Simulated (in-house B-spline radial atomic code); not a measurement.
Configurations of Cd3+, with energies counted from [Kr] 4d9. Level of theory: Dirac-Hartree-Fock, average of configuration, Fermi nucleus of rms radius 4.6087 fm; calculated with an all-electron radial atomic-structure program (B-spline basis). Energies include first-order Breit, QED and recoil terms.

Occupations are held fixed; configurations that lie above the ionisation limit could autoionise.

```csv
configuration,E - E(ref) (eV),highest orbital,its <r> (bohr)
[Kr] 4d8 6s1,34.224,6s1/2,4.58
[Kr] 4d8 5f1,43.052,5f5/2,7.002
[Kr] 4d8 5g1,43.649,5g7/2,6.862
[Ar] 3d10 4s2 4p5 4d9 8s1,109.7,8s1/2,11.32
[Ar] 3d10 4s2 4p5 4d9 7g1,112.5,7g7/2,15.84
[Ar] 3d10 4s2 4p5 4d9 8f1,113.33,8f5/2,20.84
```

**Question.** Order these further configurations by energy, lowest first.
A. [Kr] 4d8 6p1
B. [Ar] 3d10 4s2 4p5 4d9 5f1
C. [Ar] 3d9 4s2 4p6 4d10
D. [Kr] 4d8 7s1
E. [Kr] 4d8 8p1

**Answer.** A (37.093 eV), D (41.515 eV), E (45.897 eV), B (107.57 eV), C (398.1 eV).

**Question.** How far above the reference does [Kr] 4d8 7f1 lie?

**Answer.** 47.634 eV; its least bound orbital is 7f5/2 with <r> = 15.55 bohr.

**Question.** How far above the reference does [Kr] 4d8 7p1 lie?

**Answer.** 42.889 eV; its least bound orbital is 7p3/2 with <r> = 8.486 bohr.
